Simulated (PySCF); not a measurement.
Dipole moment and polarisability of GaCl2I

GaCl2I.
Cartesian coordinates in Å at the PBE0-D3(BJ)/def2-SVP level; atoms count from 1:
```xyz
4
Cl2GaI angstrom
Ga     0.0300    0.0566   -0.0008
Cl     2.1587    0.0599    0.0152
Cl    -0.9685    1.9373   -0.0231
I     -1.2202   -2.0538    0.0088
```

Level: wB97X-D/def2-SVPD (PySCF), static field, nuclei fixed, core orbitals frozen in the response. The polarisability tensor in these axes (au):

```
x    96.38   8.31   0.14
y     8.31 105.67  -0.27
z     0.14  -0.27  66.56
```

Problem. What are the eigenvalues, a third of the trace, and Δα (Δα² = ½Σ(αi − αj)² over the three pairs)?

Solution. Principal values 66.56, 91.51 and 110.55 au; mean 89.54 au = 13.27 Å³ = 14.76 × 10⁻⁴⁰ C²·m²/J; Δα = 38.21 au (43 % of the mean).

Problem. What is the dipole moment, and where does it point?

Solution. (-0.63, -1.04, 0.00) D, 1.22 D in size, pointing from the negative to the positive side. Measured along this direction, the outermost atoms are Cl2 and Cl3 at the negative end and I4 at the positive end.

Problem. Give the principal axes and the span of the nuclei along them.

Solution. Largest value along (0.51, 0.86, 0.00), where the nuclei span 3.57 Å; middle along (0.86, -0.51, 0.01), 3.65 Å; least along (-0.01, 0.01, 1.00), 0.00 Å. 

Problem. What depolarisation ratio follows for Rayleigh scattering of linearly polarised light, taking the static tensor?

Solution. ρ = 3Δα²/(45ᾱ² + 4Δα²) = 4379.2/(360773 + 5839.0) = 0.0119.

Problem. What would n − 1 = 2πNα be for an ideal gas of these molecules at 350 K and 1 atm, electronic part alone?

Solution. N = p/kT = 2.0968 × 10¹⁹ cm⁻³, so n − 1 = 2π × N × 13.27 × 10⁻²⁴ cm³ = 1748 × 10⁻⁶ at long wavelengths, for an ideal gas.

Problem. Orientational against electronic polarisability at 273 K (dilute gas, rigid molecules)?

Solution. In Gaussian units μ²/3kT = 13.08 Å³ against 13.27 Å³, a ratio of 0.99; the Debye molar polarisation (4π/3)N_A(α + μ²/3kT) is 66.5 cm³/mol, leaving out the vibrational part.

Problem. Estimate the molar refractivity from the static electronic polarisability.

Solution. Lorentz–Lorenz: R = (4π/3)N_A α = 2.5225 cm³/(mol·Å³) × 13.27 Å³ = 33.5 cm³/mol, in the limit of long wavelengths.

Isolated species at its PBE0-D3(BJ)/def2-SVP geometry, gas phase. Atoms past krypton carry effective core potentials; spin–orbit coupling is left out. The calculation is non-relativistic apart from the core potentials, for gallium too.

These values come from a run that also computed excited states and ΔSCF ions. Hardware: one thread, x86-64 server (shared host). Cost: 28 s of wall time.
